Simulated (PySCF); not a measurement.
**Structure and isotropic susceptibility**

Level of theory: PySCF 2.14.0, GIAO B3LYP/pcSseg-1 magnetisability, rotational g tensor and spin-rotation constants, non-relativistic, gas phase. Geometry: GFN2-xTB.

Each molecule in one low-energy conformer. The parent is C=N/N=C\C.

(1) How does the isotropic susceptibility change along this series?
- C=N/N=C\C (base)
- C/C=N\N=C\C (H replaced by CH3)
- C=C/C=N/N=C/C (H replaced by vinyl)
- C/C=N\N=C/C(C)C (H replaced by iPr)
- C=N/N=C(\C)C(C)C (H replaced by iPr)

Results:

(1) 
| molecule | χ, cgs (10⁻⁶ cm³/mol) | magnetisability anisotropy (10⁻³⁰ J/T²) |
| --- | --- | --- |
| C=N/N=C\C | -37.5 | 205 |
| C/C=N\N=C\C | -49.5 | 181 |
| C=C/C=N/N=C/C | -53.2 | 200 |
| C/C=N\N=C/C(C)C | -73.9 | 252 |
| C=N/N=C(\C)C(C)C | -73.8 | 193 |

The isotropic susceptibility is lowest for C/C=N\N=C/C(C)C and highest for C=N/N=C\C.
